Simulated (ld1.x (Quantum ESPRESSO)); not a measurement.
Which change was made? (Li, TM)

ld1.x (Quantum ESPRESSO) 7.5 input, shortened:

```
&input
   title='Li', zed=3., rel=0, dft='PZ', iswitch=3,
   config='[He] 2s1 2p0 3d-2'
 /
 &inputp
   pseudotype=2, tm=.true., lloc=-1, rcloc=1.85,
   nlcc=.false.
 /
3
1S  1  0   2.00   0.00  0.55  0.55  0.0
2P  2  1   0.00   0.00  4.20  4.20  0.0
3D  3  2  -2.00   0.45  4.00  4.00  0.0
 &test
   configts(1)='1s2 2s1 2p0'
 /
```

Occupied shells without a wave of their own: 2s. They enter only through the test configuration that unscreens the potential.

Cutoffs, loose and tight: the cutoffs (Ry, on a coarse ladder) from which the occupation-weighted sum of valence levels, in a spherical-Bessel basis at the reference potential, stays within 10 and 1 mRy of its value at 400 Ry. They do not see the model core or the augmentation charge, which bear on the density cutoff. Test errors are all-electron minus pseudo excitation energies from the reference, over the configurations 1s2 2s0 2p0; 1s2 2s0.5 2p0; 1s2 2s0 2p1; 1s1 2s1 2p0 (two spin-polarised tests are not counted in the largest error); variants that change the core or the reference have their own tests. The largest error is taken over the tests solved by every variant that gives reliable tests at all, those not shown here included: 1s1 2s1 2p0; 1s2 2s0 2p0; 1s2 2s0 2p1.

The base gives: outcome: generated; cutoff, loose: 230 Ry; cutoff, tight: over 300 Ry; bound ghosts: none; largest test error (meV): -244.

After one change the result is: outcome: generated, misses its reference levels by 0.33 eV; cutoff, loose: 230 Ry; cutoff, tight: over 300 Ry; bound ghosts: none; largest test error (meV): +536. Which change was it?
A. local potential all-electron potential smoothed inside 3.44 bohr (lloc = -1)
B. local potential all-electron potential smoothed inside 2.86 bohr (lloc = -1)
C. local potential all-electron potential smoothed inside 2.44 bohr (lloc = -1)

B. The others give: local potential all-electron potential smoothed inside 2.44 bohr (lloc = -1) → outcome: generated, misses its reference levels by 0.26 eV; cutoff, loose: 230 Ry; cutoff, tight: over 300 Ry; bound ghosts: none; largest test error (meV): -427 | local potential all-electron potential smoothed inside 3.44 bohr (lloc = -1) → outcome: generated, misses its reference levels by 0.43 eV; cutoff, loose: 230 Ry; cutoff, tight: over 300 Ry; bound ghosts: none; largest test error (meV): +692.
